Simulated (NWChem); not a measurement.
System: CH5FOSi; SMILES O[SiH2]CF

```xyz
9

O     -0.8837     1.5156    -0.1972
Si     0.5142     0.6965     0.1839
C      0.4525    -1.0949    -0.4323
F     -0.5779    -1.7569     0.2183
H     -1.6902     1.2031     0.2239
H      1.6260     1.4123    -0.5010
H      0.7422     0.6556     1.6615
H      1.4035    -1.6221    -0.2312
H      0.2754    -1.1431    -1.5217
```
Atoms are numbered in this order, from 1.

Computed with NWChem. The geometry was optimised at PBE0/def2-SVP.

Question: Estimate the computed values for PBE/def2-TZVP. Quantities: highest occupied level (eV); orbital gap (eV); dipole (D).

Answer: 
```json
{
  "highest occupied level (eV)": "-6.80",
  "orbital gap (eV)": "6.03",
  "dipole (D)": "0.44"
}
```
